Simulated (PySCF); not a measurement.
Cl₆Pt (anion, charge -2), SMILES [Cl][Pt-2]([Cl])([Cl])([Cl])([Cl])[Cl] at its B3LYP/def2-SVP optimised geometry (Å):

```
7

Pt     0.0000     0.0000     0.0000
Cl    -0.0001    -2.1392    -1.0853
Cl     2.3987     0.0000     0.0000
Cl    -2.3987    -0.0001     0.0002
Cl     0.0000     2.1392     1.0853
Cl     0.0013     1.0855    -2.1387
Cl    -0.0016    -1.0855     2.1387
```

Level of theory: B3LYP/def2-TZVPD, def2 effective core potentials past Kr in PySCF. The core electrons that the potentials of Pt replace are not part of the density.

Map of the deformation density (molecule minus spherical neutral atoms) (e/bohr³) on the plane z = 1.5 Å:

```
|---------------------------|
|---------------------------|
|---------------------------|
|---------------------------|
|------------:::------------|
|---------===: :===---------|
|---------==++-++==---------|
|---------==*@@@*==---------|
|---------==+***+==---------|
|-----------=====-----------|
|-------------=-------------|
|---------------------------|
|-----==-------------==-----|
|-----==-----===-----==-----|
|-----==----=+*+=----==-----|
|-----------=+++=-----------|
|-----------=-:-=-----------|
|----------===-===----------|
|----------=======----------|
|-----------=====-----------|
|------------===------------|
|---------------------------|
|---------------------------|
|---------------------------|
|---------------------------|
|---------------------------|
|---------------------------|
```
Scale: ten equal steps from -0.015 (start of ' ') to 0.026 (end of '@'), in the order ' .:-=+*#%@'; x runs from -4.50 to 4.50, y from -4.50 (bottom) to 4.50 (top).
